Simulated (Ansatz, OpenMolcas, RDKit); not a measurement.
## SiHCl3 (trichlorosilane): methods side by side

The species is SiHCl3 (5 atoms), meant as a singlet with charge 0. SMILES: `Cl[SiH](Cl)Cl`. The shape is that of a PBE0-D4/def2-TZVP optimisation.

Quantity: the HOMO–LUMO gap, in eV. The values are calculated.

```csv
level,kind,program,value (eV),CPU time
extended Hückel,semi-empirical,RDKit,24.13,under 2 s
HF/def2-SVPD,Hartree–Fock,Ansatz,14.90,2.8 s
SVWN5/def2-SVPD,LDA,Ansatz,6.66,3.3 s
BLYP/def2-SVPD,GGA,Ansatz,6.66,4.5 s
TPSS/def2-SVPD,meta-GGA,OpenMolcas,7.12,43 s
B3LYP/def2-SVPD,global hybrid,Ansatz,8.54,6.3 s
CAM-B3LYP/def2-SVPD,range-separated hybrid,Ansatz,11.44,6.8 s
B2PLYP/def2-SVPD,double hybrid,OpenMolcas,11.49,26 s
```

The values span 6.66 to 24.13 eV. Orbital gaps aren't excitation energies, and those of double hybrids come from the SCF part alone; they tend to grow with the share of exact exchange. Times are those of the runs behind each value, whatever else they computed, on shared processors of several kinds: orders of magnitude only.
